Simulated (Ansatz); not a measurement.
Input for Ansatz (an electronic-structure program): U-B3LYP/def2-TZVPP on H (SMILES [H]).

Ansatz 0.2 input:
```yaml
crystal:
  periodic: [false, false, false]
  atoms:
    - {symbol: H, position_ang: [0.00000000, 0.00000000, 0.00000000]}
basis:
  gaussian:
    orbitals: def2-TZVPP
hamiltonian:
  xc: {name: B3LYP}
magnetization: {spin_polarized: true, initial_magnetization: 1}
```

The log:

```
WARN ansatz: RAYON_NUM_THREADS=4 ignored (pool sized by the plan → 4); use --threads N
Functional definition: B3LYP
integrals: 0.00 GiB planned
59 factors; their error is unknown
mean field: 0.04 GiB planned
mean field evaluation 1: about -13.6641 eV, gradient 1.1e-1 eV
mean field evaluation 2: about -13.6643 eV, gradient 1.0e-2 eV
mean field evaluation 4: about -13.6642 eV, gradient 3.9e-4 eV
mean field evaluation 8: about -13.6642 eV, gradient 6.2e-8 eV
mean field -13.66419919 eV, -0.5021500584 hartree, gradient 6.2e-8 eV, S^2 0.750000; 0 other end points of the search recorded, 0 dependent functions left out
reference -13.66431267 eV, -0.5021542287 hartree; 1, 0 occupied and 13, 14 virtual orbitals, 59 factors
Total energy: -13.66431267 eV, -0.5021542287 hartree
```

The calculation finished and met its thresholds.

Cost: about 0.13 core-seconds (a rough figure).
